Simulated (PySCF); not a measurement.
## Relaxation of singlet SiBr₂

Computed with PBE0 in PySCF with Si def2-TZVP, Br def2-TZVP; no relativity; density-fitted integrals. A (50,194) grid was used.

A start displaced from a saddle point along its imaginary mode, of C2v symmetry, held to at least that symmetry:

```xyz
3
charge 0 multiplicity 1, angstrom
Si   -0.0233    0.1177    0.0000
Br    0.0041   -0.0209    2.3734
Br    0.0041   -0.0209   -2.3734
```

Problem. What forces act on the atoms at the start (eV/Å)?

Solution. 
| atom | Fx | Fy | Fz |
| --- | --- | --- | --- |
| Si1 | -0.09 | 0.48 | 0.00 |
| Br2 | 0.05 | -0.24 | -0.09 |
| Br3 | 0.05 | -0.24 | 0.09 |

Problem. What does it relax to?

Solution. It ends at C2v with Si–Br 2.249 Å (×2); Br–Si–Br 102.1°. A frequency run shows a minimum.

Problem. How much energy is released, and in how many steps?

Solution. 161.8 kJ/mol in 9 steps.

The relaxation took 21 s on 4 threads of a shared Arm Neoverse V2 host, with 133 basis functions and 10 gradients; the process peaked at 1.1 GiB. Launch command: `OMP_NUM_THREADS=4 python axn.py task.json out`.
